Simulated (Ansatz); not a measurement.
Single points on the cluster InO2H.

```yaml
crystal:
  periodic: [false, false, false]
  atoms:
    - {symbol: In, position_ang: [0.965013, -1.546315, 0.252952]}
    - {symbol: O, position_ang: [-0.672680, 0.231994, -0.359373]}
    - {symbol: O, position_ang: [0.093227, 0.264966, 0.887220]}
    - {symbol: H, position_ang: [-0.385560, 1.049365, -0.780799]}
basis:
  gaussian: {orbitals: def2-TZVPD, initial_orbitals: start.molden}
hamiltonian: {xc: pbe, dispersion: d4}
scf: {omitted_lower_state_checks: [starts]}
output: {orbitals: {seedname: orbitals}}
```

The file start.molden holds the orbitals of an earlier run on this structure, at another level or in another basis.

```sh
$ ansatz run in.yaml --threads 2 --pin off --events-out ev --progress --plain --max-ram 4352MiB
```

It prints (some lines left out):

```
Functional definition: PBE
850 factors; their error is unknown
mean field evaluation 1: about -9280.3909 eV, gradient 9.4e0 eV
mean field evaluation 2: about -9280.5755 eV, gradient 3.2e-1 eV
mean field evaluation 4: about -9280.5644 eV, gradient 3.2e-1 eV
mean field evaluation 8: about -9280.5645 eV, gradient 8.3e-6 eV
mean field -9280.56451243 eV, -341.0544552393 hartree, gradient 8.3e-6 eV, S^2 0.000000; 0 other end points of the search recorded, 0 dependent functions left out
reference -9280.56456170 eV, -341.0544570499 hartree; 19, 19 occupied and 126, 126 virtual orbitals, 850 factors
Total energy: -9280.63254000 eV, -341.0569552065 hartree
Checks for a lower state left out: starts
```

Hardware: 2 threads of Arm Neoverse V2 on a shared host. Wall time 1.7 s.

The first input with `gaussian: {orbitals: def2-TZVP, initial_orbitals: start.molden}`, `correlation: {method: mp2}` and without the key `hamiltonian` (abridged; 1.2 s):

```
Functional definition: HF
mean field -9238.55065192 eV, -339.5104743435 hartree, gradient 4.9e-6 eV, S^2 0.000000
6 core orbitals not correlated: weight in the atoms' cores, before any rotation towards them, 1.000 or more for the frozen orbitals, at most 0.000 for the correlated occupied ones
second order -20.42552460 eV of doubles, -0.00000000 eV of singles
Total energy: -9258.97617652 eV, -340.2610985277 hartree
Checks for a lower state left out: starts
```

As the first input, with `gaussian: {orbitals: def2-SVP, initial_orbitals: start.molden}`, `hamiltonian: {xc: pbe0, dispersion: d4}` (abridged; 0.8 s):

```
Functional definition: PBE0
mean field -9274.61589931 eV, -340.8358477393 hartree, gradient 2.8e-5 eV, S^2 0.000000
Total energy: -9274.67236629 eV, -340.8379228625 hartree
Checks for a lower state left out: starts
```

First input, but with `gaussian: {orbitals: def2-TZVP, initial_orbitals: start.molden}`, `hamiltonian: {xc: pbe0, dispersion: d4}`, `output: {forces: true, orbitals: {seedname: orbitals}}` and without the key `scf` (abridged; 2.4 s):

```
Functional definition: PBE0
mean field evaluation 16: about -9279.8706 eV, gradient 2.2e-1 eV
mean field -9279.93153931 eV, -341.0311939063 hartree, gradient 8.3e-6 eV, S^2 0.000000; 1 other end points of the search recorded, 0 dependent functions left out
Total energy: -9279.98800794 eV, -341.0332690900 hartree
Atom 0 force    -0.000361     0.000109    -0.000397 eV/Å
Atom 1 force     0.003373    -0.002155     0.006398 eV/Å
Atom 2 force    -0.002757    -0.000885    -0.002457 eV/Å
Atom 3 force    -0.000255     0.002930    -0.003544 eV/Å
Dipole moment:     0.345251    -0.213732    -0.280398 e Å
```

First input, but with `gaussian: {orbitals: def2-TZVP, initial_orbitals: start.molden}`, `hamiltonian: {xc: {name: CAM-B3LYP}, dispersion: d4}` (abridged; 1.7 s):

```
Functional definition: CAM-B3LYP
mean field -9282.47867620 eV, -341.1247994603 hartree, gradient 1.3e-5 eV, S^2 0.000000
Total energy: -9282.53666725 eV, -341.1269305922 hartree
Checks for a lower state left out: starts
```

The first input with `gaussian: {orbitals: STO-3G, initial_orbitals: start.molden}`, `hamiltonian: {xc: hf}` (abridged; 0.35 s):

```
Functional definition: HF
mean field evaluation 16: about -158671.3735 eV, gradient 1.4e-5 eV
mean field -158671.37346472 eV, -5831.0654235087 hartree, gradient 1.4e-5 eV, S^2 0.000000
Total energy: -158671.37346472 eV, -5831.0654235087 hartree
Checks for a lower state left out: starts
```

First input, but with `hamiltonian: {xc: pbe0, dispersion: d4}` (abridged; 2 s):

```
Functional definition: PBE0
mean field -9279.99598253 eV, -341.0335621509 hartree, gradient 1.1e-5 eV, S^2 0.000000
Total energy: -9280.05246131 eV, -341.0356377077 hartree
Checks for a lower state left out: starts
```

Geometry: PBE0-D4/def2-TZVP.

In the def2 sets In takes a core potential, while STO-3G treats all electrons; there is no spin–orbit coupling. Correlated methods freeze 6 core orbitals; core or outer-core shells of In are correlated, in sets that lack core-valence functions. The structure holds one bond between oxygen atoms, so isomers without such links may lie far lower. The structure comes from a short search, and lower isomers may exist.
